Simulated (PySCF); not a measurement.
trichloroethylene (C₂HCl₃), SMILES C(Cl)(=CCl)Cl. Atoms are numbered in the order given.

```xyz
6

Cl     0.3468     2.2486     0.0000
C      0.9163     0.6378     0.0000
C      0.1102    -0.4320     0.0000
Cl    -1.5979    -0.3309     0.0000
Cl     0.7712    -2.0205     0.0000
H      1.9999     0.5134     0.0000
```

Coordinates come from a PBE0-D3(BJ)/def2-SVP optimisation.

Level of theory: PBE/pcSseg-1 in PySCF.

GIAO shieldings, no solvent; atoms listed in one row are averaged. δ = σ(ref) − σ: ³⁵Cl against HCl (σ = 936.5 ppm); ¹³C against TMS (σ = 182.0 ppm); ¹H against TMS (σ = 31.49 ppm), references at their B3LYP-D3(BJ)/def2-TZVP geometries, non-relativistic (without spin–orbit terms, shifts of atoms bonded to Cl or Br come out too high).

Computed chemical shifts:
| nucleus | atoms | count | δ (ppm) |
|---|---|---|---|
| ³⁵Cl | Cl5 | 1 | 346.6 |
| ³⁵Cl | Cl4 | 1 | 337.7 |
| ³⁵Cl | Cl1 | 1 | 258.4 |
| ¹³C | C3 | 1 | 143.5 |
| ¹³C | C2 | 1 | 127.0 |
| ¹H | H6 | 1 | 6.38 |
